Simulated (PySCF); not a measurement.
**Adding and removing an electron: CoO**

PBE; basis Co def2-TZVPPD, O def2-TZVPPD; no relativity; PySCF 2.14. Neutral (UKS): quartet (π ↑↑, δ ↑), Re = 1.629 Å, ωe = 866 cm⁻¹, HOMO -5.22 eV, LUMO -5.10 eV.

CoO⁺ (UKS): quintet (σ ↑, π ↑↑, δ ↑), Re = 1.625 Å, ωe = 842 cm⁻¹. The energies at the minima are -1457.67878 hartree for CoO and -1457.35811 for CoO⁺.

(1) Work out the adiabatic ionisation energy, without and with harmonic zero-point energies (1 hartree = 27.2114 eV, 1 eV = 8065.5 cm⁻¹), and the change of the bond length.

CoO⁻ (UKS): quintet (σ ↑, π ↑↑, δ ↑), Re = 1.686 Å, ωe = 784 cm⁻¹. The energies at the minima are -1457.67878 hartree for CoO and -1457.72656 for CoO⁻.

(2) Work out the adiabatic electron affinity, without and with harmonic zero-point energies (1 hartree = 27.2114 eV, 1 eV = 8065.5 cm⁻¹), and the change of the bond length.

De is left out where the level can put another filling of the metal’s s and d shells below the measured ground configuration, by anything from nothing to about 1 eV. Counting both spins, an empty level lies below a filled one in some of these solutions, because spin and occupation are held. The highest Kohn–Sham level is positive in this anion. Much of that is self-interaction error, but it also means that the finite basis helps to hold the extra electron. With d or f electrons several states lie close, and the lowest PBE0 determinant need not be the measured ground state.

Answers

(1) At PBE: 0.32067 hartree = 8.726 eV between the minima; the zero-point term (842.0 − 866.0)/2 cm⁻¹ = -0.001 eV makes it 8.724 eV. Re changes by -0.4 pm against the neutral. The electron leaves a σ orbital; in so polar a molecule the change of length follows mostly from the change of the ionic charges.

(2) At PBE: 0.04778 hartree = 1.300 eV between the minima; the zero-point term (866.0 − 784.0)/2 cm⁻¹ = +0.005 eV makes it 1.305 eV. Re changes by +5.7 pm against the neutral. The electron enters a σ orbital; in so polar a molecule the change of length follows mostly from the change of the ionic charges.
